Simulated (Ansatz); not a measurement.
Ansatz input wanted

AlH2Br: 4 atoms, total charge 0, spin state singlet.

```xyz
4

Al   -0.5439   -0.1047   -0.1303
Br    0.3668   -2.2008    0.1021
H    -1.7544    0.0158    0.9221
H    -1.1822   -0.0119   -1.6052
```

Settings wanted:

| Setting | Value |
| --- | --- |
| basis set | def2-SVP |
| integral approximation | automatic |
| task | energy |
| method | DFT |
| functional | wB97M-V |
| reference | RKS |
| relativity | none |
| accuracy | medium |

Question: Write the Ansatz 0.2.0 input and the command.

Answer: This one ran through:

molecule.yaml:
```yaml
crystal:
  periodic: [false, false, false]
  atoms:
    - symbol: Al
      position_ang: [-0.543910, -0.104720, -0.130270]
    - symbol: Br
      position_ang: [0.366840, -2.200850, 0.102060]
    - symbol: H
      position_ang: [-1.754440, 0.015750, 0.922110]
    - symbol: H
      position_ang: [-1.182180, -0.011860, -1.605210]
basis:
  gaussian: {orbitals: def2-SVP}
hamiltonian: {xc: {name: wB97M-V}}
```

```bash
$ ansatz run molecule.yaml --threads 1 --pin off --max-ram 2610MiB --events-out events.jsonl --progress --plain --runs-dir runs
```

Calculated total energy: -2817.24351 Eh.
